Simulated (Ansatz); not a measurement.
`C=C[Si](O)(Cl)OC` + HBr → `CO[Si](O)(Cl)Br` + ethylene  (ligand exchange at the Si–C bond)

Computed with Ansatz on PBE0-D4/def2-TZVP structures; ΔE is electronic, products minus reactants. CBS: MP2 limit from def2 TZ/QZ plus the TZ coupled-cluster correction, frozen cores. This one scheme is used for every species. DFT in def2-TZVPP. B3LYP here is the variant with VWN-RPA as its local correlation; programs differ in this. For Br outer-core shells are correlated without core-valence functions, which leaves a few kJ/mol of doubt a bond. Scalar relativity is left out up to krypton. Each species was taken in one conformer, which may not be the lowest.

`C=C[Si](O)(Cl)OC`:

Z-matrix (Å, degrees):
```
Si
C 1 1.840
Cl 1 2.065 2 109.1
O 1 1.624 2 108.4 3 -121.1
O 1 1.628 2 113.3 3 119.7
C 2 1.329 1 124.9 3 -7.0
H 2 1.089 1 116.7 3 174.6
H 4 0.959 1 117.8 2 -169.7
C 5 1.411 1 125.3 2 -66.6
H 6 1.086 2 121.6 1 2.0
H 6 1.086 2 121.9 1 -178.5
H 9 1.095 5 111.3 1 58.0
H 9 1.091 5 108.0 1 177.3
H 9 1.094 5 111.0 1 -63.4
```

HBr:

```xyz
2

Br   -0.467   -0.299    0.444
H     0.467    0.299   -0.444
```

`CO[Si](O)(Cl)Br`:

Cartesian coordinates in Å:
```
C 1.003 -0.963 0.910
O 0.477 0.286 0.505
Si -0.547 0.546 -0.715
O -0.900 2.119 -0.815
Cl 0.275 0.010 -2.490
Br -2.372 -0.663 -0.384
H 0.201 -1.650 1.195
H 1.595 -1.414 0.108
H 1.646 -0.788 1.771
H -1.377 2.518 -0.085
```

`C=C`:

Z-matrix (Å, degrees):
```
C
C 1 1.323
H 1 1.085 2 121.7
H 1 1.085 2 121.7 3 -180.0
H 2 1.085 1 121.7 3 -0.0
H 2 1.085 1 121.7 3 -180.0
```

(1) Is it downhill or uphill in electronic energy at CCSD(T)/CBS, and by how much? (An estimate is asked.)

(2) What do these levels give: B3LYP-D4, ωB97X-V, PBE, r2SCAN, PBE0, B3LYP, MP2/def2-TZVPP, CCSD(T)/def2-TZVPP, HF/def2-QZVPP, MP2/def2-QZVPP, HF/CBS(def2), MP2/CBS(def2)? (Best estimate.)

Largest T1 diagnostic among the species: 0.011.

## Answers

(1) Ansatz gave: Downhill: ΔE = -84.7 kJ/mol.

(2) The calculation gave: B3LYP-D4 -81.1, ωB97X-V -82.0, PBE -82.5, r2SCAN -85.7, PBE0 -84.5, B3LYP -83.4, MP2/def2-TZVPP -83.8, CCSD(T)/def2-TZVPP -78.6, HF/def2-QZVPP -90.1, MP2/def2-QZVPP -87.3, HF/CBS(def2) -90.1, MP2/CBS(def2) -89.9 kJ/mol.

In def2-TZVPP, CCSD(T) changes the Hartree–Fock value by +11.4 kJ/mol (the triples alone add +1.1 kJ/mol) and MP2 by +6.2 kJ/mol.
